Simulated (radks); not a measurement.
The numbers below are computed, except where a source is named.
Charge is removed step by step from the 3s1/2 level of Cr3+, starting from [Ar] 3d3. Level of theory: Dirac Kohn-Sham, PBE, spin-unpolarised, spherical densities, finite nucleus; open shells fill j = l - 1/2 first; Fermi nuclear charge, rms radius 3.6452 fm (a radial shooting solver on a logarithmic mesh with Libxc functionals).

removed (e)	E - E(0) (eV)	eigenvalue (eV)	E minus straight line (eV)
0	0.000	-112.66	0.000
0.1	11.369	-114.72	-0.948
0.2	22.944	-116.79	-1.691
0.3	34.727	-118.88	-2.224
0.4	46.720	-120.99	-2.548
0.5	58.925	-123.11	-2.661
0.6	71.342	-125.25	-2.561
0.7	83.974	-127.40	-2.246
0.8	96.822	-129.56	-1.715
0.9	109.89	-131.74	-0.967
1	123.17	-133.94	0.000

Removing the whole electron costs 123.17 eV by Delta-SCF, against 112.66 eV from minus the eigenvalue at the starting occupation. Slater's transition state (half an electron removed) gives 123.11 eV. Integrating minus the eigenvalue over the occupation (Janak's theorem) gives 123.17 eV. The mean slope of the eigenvalue, de/dn, is 21.3 eV per electron.
